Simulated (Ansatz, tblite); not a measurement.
Isomers of W$_{6}$⁺ (doublet), found by a short tight-binding search and relaxed with PBE-D4/def2-SVP in Ansatz.

In the def2 sets W takes a core potential; there is no spin–orbit coupling. The xTB rows come from tblite. HSE06 is defined as in plane-wave codes, on full-range PBE exchange.

Run but left out: HF/def2-TZVP, PBE0-D4/def2-TZVP, MP2/def2-TZVP (A: ⟨S²⟩ 1.09 to 8.55, where a pure state has 0.75); r2SCAN-D4/def2-TZVP (B: ⟨S²⟩ 1.09, where a pure state has 0.75).

A: At HSE06-D4/def2-TZVP the charge 1 doublet is spin-contaminated (final ⟨S²⟩ up to 1.00, 0.75 for a pure state). B: At HSE06-D4/def2-TZVP the charge 1 doublet is spin-contaminated (final ⟨S²⟩ up to 0.89, 0.75 for a pure state).

Other spin states were run for one of them alone.

A:

```xyz
6

W    -0.691    0.635   -0.817
W     1.777    1.231   -0.428
W    -1.928   -1.192    0.593
W     0.650   -0.775    0.724
W     1.425   -0.572   -1.770
W    -1.234    0.673    1.697
```

B:

```xyz
6

W     0.419   -1.293    0.688
W     1.726    0.240   -0.629
W    -1.436    0.021    1.608
W     0.147   -1.196   -1.788
W    -1.137    0.638   -0.788
W     0.281    1.590    0.908
```

**Question.** Estimate their order by electronic energy at HSE06-D4/def2-TZVP, counted from the lowest.

**Answer.** B (0.0) < A (40.1), in kcal/mol.

**Question.** Do the other levels pick the same lowest one?

**Answer.** Not GFN2-xTB. Energies above each level's lowest (kcal/mol):

```
             level     A     B
          GFN1-xTB  91.4   0.0
          GFN2-xTB   0.0  93.1
  PBE-D4/def2-TZVP  32.3   0.0
HSE06-D4/def2-TZVP  40.1   0.0
```
Point groups (tolerance 0.1 Å): A C2v, B C2. Lower isomers may exist.
